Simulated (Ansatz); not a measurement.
Method: PBE0-D4/def2-TZVP in Ansatz (an electronic-structure program). No frequencies were computed at this level.

Ansatz 0.2 input:
```yaml
crystal:
  periodic: [false, false, false]
  atoms:
    - { symbol: C, position_ang: [1.862106, -0.211572, -0.114218] }
    - { symbol: Ga, position_ang: [-0.018129, 0.434725, 0.367097] }
    - { symbol: C, position_ang: [-1.841406, -0.24352, -0.264827] }
    - { symbol: Cl, position_ang: [-0.089823, 2.049365, 1.716706] }
    - { symbol: H, position_ang: [2.301292, 0.45162, -0.864403] }
    - { symbol: H, position_ang: [2.49516, -0.173837, 0.776278] }
    - { symbol: H, position_ang: [1.862691, -1.227733, -0.51062] }
    - { symbol: H, position_ang: [-2.45752, 0.606874, -0.569369] }
    - { symbol: H, position_ang: [-2.352931, -0.744151, 0.562048] }
    - { symbol: H, position_ang: [-1.761441, -0.94177, -1.098692] }
basis:
  gaussian: { orbitals: def2-tzvp }
hamiltonian:
  xc: pbe0
  dispersion: d4
relax:
  max_steps: 150
```

Output:

```
Functional definition: PBE0
1305 factors; their error is unknown
mean field evaluation 1: about -67050.4757 eV, gradient 7.3e1 eV
mean field evaluation 2: about -67045.3936 eV, gradient 8.5e1 eV
mean field evaluation 4: about -67061.7165 eV, gradient 3.6e0 eV
mean field evaluation 8: about -67061.7344 eV, gradient 3.4e-2 eV
mean field evaluation 16: about -67061.9480 eV, gradient 5.0e-5 eV
mean field -67061.94799304 eV, -2464.4811325233 hartree, gradient 5.0e-5 eV, S^2 0.000000; 0 other end points of the search recorded, 0 dependent functions left out
reference -67061.94802479 eV, -2464.4811336901 hartree; 33, 33 occupied and 150, 150 virtual orbitals, 1305 factors
relax step   1: F+E_penalty+E_count = -67062.11329262 eV  Δ(F+E_penalty+E_count) = +0.000e0 eV  max|allowed force component| = 1.462e0 eV/Å  Δτ_max = 0.0000 Å  (27 SCF iters, accepted)
these checks for a lower state are left out or cut short: starts, cluster_reference, orbital_swaps, neighbouring_geometries, increment
1305 factors; their error is unknown
mean field -67062.07215324 eV, -2464.4856953263 hartree, gradient 1.4e-5 eV, S^2 0.000000; 0 other end points of the search recorded, 0 dependent functions left out
reference -67062.07218480 eV, -2464.4856964862 hartree; 33, 33 occupied and 150, 150 virtual orbitals, 1305 factors
relax step   2: F+E_penalty+E_count = -67062.23980282 eV  Δ(F+E_penalty+E_count) = -1.265e-1 eV  max|allowed force component| = 4.345e-1 eV/Å  Δτ_max = 0.0807 Å  (31 SCF iters, accepted)
these checks for a lower state are left out or cut short: starts, cluster_reference, orbital_swaps, neighbouring_geometries, increment
1305 factors; their error is unknown
mean field -67062.08362310 eV, -2464.4861168362 hartree, gradient 1.1e-5 eV, S^2 0.000000; 0 other end points of the search recorded, 0 dependent functions left out
reference -67062.08365456 eV, -2464.4861179921 hartree; 33, 33 occupied and 150, 150 virtual orbitals, 1305 factors
relax step   3: F+E_penalty+E_count = -67062.25209671 eV  Δ(F+E_penalty+E_count) = -1.229e-2 eV  max|allowed force component| = 4.677e-2 eV/Å  Δτ_max = 0.0262 Å  (30 SCF iters, accepted)
these checks for a lower state are left out or cut short: starts, cluster_reference, orbital_swaps, neighbouring_geometries, increment
1305 factors; their error is unknown
mean field evaluation 32: about -67061.8685 eV, gradient 9.2e-1 eV
mean field -67062.08431514 eV, -2464.4861422682 hartree, gradient 1.1e-5 eV, S^2 0.000000; 0 other end points of the search recorded, 0 dependent functions left out
reference -67062.08434658 eV, -2464.4861434234 hartree; 33, 33 occupied and 150, 150 virtual orbitals, 1305 factors
relax step   4: F+E_penalty+E_count = -67062.25272321 eV  Δ(F+E_penalty+E_count) = -6.265e-4 eV  max|allowed force component| = 8.067e-3 eV/Å  Δτ_max = 0.0175 Å  (30 SCF iters, accepted)
these checks for a lower state are left out or cut short: starts, cluster_reference, orbital_swaps, neighbouring_geometries, increment
1305 factors; their error is unknown
mean field -67062.08445428 eV, -2464.4861473812 hartree, gradient 1.1e-5 eV, S^2 0.000000; 0 other end points of the search recorded, 0 dependent functions left out
reference -67062.08448568 eV, -2464.4861485351 hartree; 33, 33 occupied and 150, 150 virtual orbitals, 1305 factors
relax step   5: F+E_penalty+E_count = -67062.25290886 eV  Δ(F+E_penalty+E_count) = -1.857e-4 eV  max|allowed force component| = 2.014e-2 eV/Å  Δτ_max = 0.0198 Å  (31 SCF iters, accepted)
these checks for a lower state are left out or cut short: starts, cluster_reference, orbital_swaps, neighbouring_geometries, increment
1305 factors; their error is unknown
mean field -67062.08451856 eV, -2464.4861497437 hartree, gradient 1.1e-5 eV, S^2 0.000000; 0 other end points of the search recorded, 0 dependent functions left out
reference -67062.08454996 eV, -2464.4861508973 hartree; 33, 33 occupied and 150, 150 virtual orbitals, 1305 factors
relax step   6: F+E_penalty+E_count = -67062.25298529 eV  Δ(F+E_penalty+E_count) = -7.642e-5 eV  max|allowed force component| = 1.129e-2 eV/Å  Δτ_max = 0.0096 Å  (31 SCF iters, accepted)
these checks for a lower state are left out or cut short: starts, cluster_reference, orbital_swaps, neighbouring_geometries, increment
1305 factors; their error is unknown
mean field -67062.08460972 eV, -2464.4861530937 hartree, gradient 1.1e-5 eV, S^2 0.000000; 0 other end points of the search recorded, 0 dependent functions left out
reference -67062.08464111 eV, -2464.4861542470 hartree; 33, 33 occupied and 150, 150 virtual orbitals, 1305 factors
relax step   7: F+E_penalty+E_count = -67062.25308952 eV  Δ(F+E_penalty+E_count) = -1.042e-4 eV  max|allowed force component| = 1.048e-2 eV/Å  Δτ_max = 0.0213 Å  (30 SCF iters, accepted)
these checks for a lower state are left out or cut short: starts, cluster_reference, orbital_swaps, neighbouring_geometries, increment
1305 factors; their error is unknown
mean field evaluation 64: about -67062.0846 eV, gradient 1.9e-3 eV
mean field -67062.08458380 eV, -2464.4861521412 hartree, gradient 1.1e-5 eV, S^2 0.000000; 0 other end points of the search recorded, 0 dependent functions left out
reference -67062.08461518 eV, -2464.4861532943 hartree; 33, 33 occupied and 150, 150 virtual orbitals, 1305 factors
relax step   8: F+E_penalty+E_count = -67062.25308881 eV  Δ(F+E_penalty+E_count) = +7.131e-7 eV  max|allowed force component| = 5.931e-2 eV/Å  Δτ_max = 0.0561 Å  (30 SCF iters, rejected (line search))
these checks for a lower state are left out or cut short: starts, cluster_reference, orbital_swaps, neighbouring_geometries, increment
1305 factors; their error is unknown
mean field -67062.08475970 eV, -2464.4861586052 hartree, gradient 1.1e-5 eV, S^2 0.000000; 0 other end points of the search recorded, 0 dependent functions left out
reference -67062.08479107 eV, -2464.4861597582 hartree; 33, 33 occupied and 150, 150 virtual orbitals, 1305 factors
relax step   9: F+E_penalty+E_count = -67062.25324559 eV  Δ(F+E_penalty+E_count) = -1.561e-4 eV  max|allowed force component| = 8.803e-3 eV/Å  Δτ_max = 0.0273 Å  (30 SCF iters, accepted)
these checks for a lower state are left out or cut short: starts, cluster_reference, orbital_swaps, neighbouring_geometries, increment
1305 factors; their error is unknown
mean field -67062.08375434 eV, -2464.4861216591 hartree, gradient 1.1e-5 eV, S^2 0.000000; 0 other end points of the search recorded, 0 dependent functions left out
reference -67062.08378572 eV, -2464.4861228122 hartree; 33, 33 occupied and 150, 150 virtual orbitals, 1305 factors
relax step  10: F+E_penalty+E_count = -67062.25226211 eV  Δ(F+E_penalty+E_count) = +9.835e-4 eV  max|allowed force component| = 1.308e-1 eV/Å  Δτ_max = 0.1000 Å  (28 SCF iters, rejected (line search))
these checks for a lower state are left out or cut short: starts, cluster_reference, orbital_swaps, neighbouring_geometries, increment
1305 factors; their error is unknown
mean field -67062.08486261 eV, -2464.4861623873 hartree, gradient 1.1e-5 eV, S^2 0.000000; 0 other end points of the search recorded, 0 dependent functions left out
reference -67062.08489399 eV, -2464.4861635402 hartree; 33, 33 occupied and 150, 150 virtual orbitals, 1305 factors
relax step  11: F+E_penalty+E_count = -67062.25335009 eV  Δ(F+E_penalty+E_count) = -1.045e-4 eV  max|allowed force component| = 6.536e-3 eV/Å  Δτ_max = 0.0202 Å  (31 SCF iters, accepted)
these checks for a lower state are left out or cut short: starts, cluster_reference, orbital_swaps, neighbouring_geometries, increment
1305 factors; their error is unknown
mean field -67062.08496916 eV, -2464.4861663029 hartree, gradient 1.1e-5 eV, S^2 0.000000; 0 other end points of the search recorded, 0 dependent functions left out
reference -67062.08500053 eV, -2464.4861674556 hartree; 33, 33 occupied and 150, 150 virtual orbitals, 1305 factors
relax step  12: F+E_penalty+E_count = -67062.25345949 eV  Δ(F+E_penalty+E_count) = -1.094e-4 eV  max|allowed force component| = 4.110e-2 eV/Å  Δτ_max = 0.0493 Å  (30 SCF iters, accepted)
these checks for a lower state are left out or cut short: starts, cluster_reference, orbital_swaps, neighbouring_geometries, increment
1305 factors; their error is unknown
mean field evaluation 96: about -67061.8698 eV, gradient 9.4e-4 eV
mean field -67062.08500210 eV, -2464.4861675135 hartree, gradient 1.1e-5 eV, S^2 0.000000; 0 other end points of the search recorded, 0 dependent functions left out
reference -67062.08503347 eV, -2464.4861686661 hartree; 33, 33 occupied and 150, 150 virtual orbitals, 1305 factors
relax step  13: F+E_penalty+E_count = -67062.25350155 eV  Δ(F+E_penalty+E_count) = -4.207e-5 eV  max|allowed force component| = 2.496e-2 eV/Å  Δτ_max = 0.0090 Å  (31 SCF iters, accepted)
these checks for a lower state are left out or cut short: starts, cluster_reference, orbital_swaps, neighbouring_geometries, increment
1305 factors; their error is unknown
mean field -67062.08510333 eV, -2464.4861712334 hartree, gradient 1.1e-5 eV, S^2 0.000000; 0 other end points of the search recorded, 0 dependent functions left out
reference -67062.08513469 eV, -2464.4861723858 hartree; 33, 33 occupied and 150, 150 virtual orbitals, 1305 factors
relax step  14: F+E_penalty+E_count = -67062.25360640 eV  Δ(F+E_penalty+E_count) = -1.048e-4 eV  max|allowed force component| = 9.322e-3 eV/Å  Δτ_max = 0.0089 Å  (31 SCF iters, accepted)
1305 factors; their error is unknown
mean field -67062.08510333 eV, -2464.4861712334 hartree, gradient 2.0e-5 eV, S^2 0.000000; 1 other end points of the search recorded, 0 dependent functions left out
reference -67062.08513469 eV, -2464.4861723858 hartree; 33, 33 occupied and 150, 150 virtual orbitals, 1305 factors
Total energy: -67062.25363776 eV, -2464.4923647594 hartree
Atom 0 at     1.800451    -0.202908    -0.122284 Å, force     0.001503    -0.000679    -0.007356 eV/Å
Atom 1 at    -0.015506     0.376505     0.312470 Å, force    -0.001049     0.002166    -0.001271 eV/Å
Atom 2 at    -1.780631    -0.253146    -0.244621 Å, force    -0.000822    -0.006882     0.002548 eV/Å
Atom 3 at    -0.087878     2.064025     1.680158 Å, force     0.000578     0.000343     0.000852 eV/Å
Atom 4 at     2.285015     0.562926    -0.733841 Å, force    -0.003073    -0.007925     0.007128 eV/Å
Atom 5 at     2.384723    -0.307747     0.793933 Å, force    -0.003439    -0.001353    -0.006114 eV/Å
Atom 6 at     1.811812    -1.146437    -0.669785 Å, force     0.003148     0.009322     0.006207 eV/Å
Atom 7 at    -2.356145     0.581816    -0.649847 Å, force     0.002053    -0.004121     0.000912 eV/Å
Atom 8 at    -2.322217    -0.630385     0.626474 Å, force     0.004256     0.003827    -0.007588 eV/Å
Atom 9 at    -1.719624    -1.044648    -0.992658 Å, force    -0.003154     0.005302     0.004682 eV/Å
Dipole moment:     0.019563    -0.455174    -0.370095 e Å
```

Cost: very roughly 110 core-seconds.
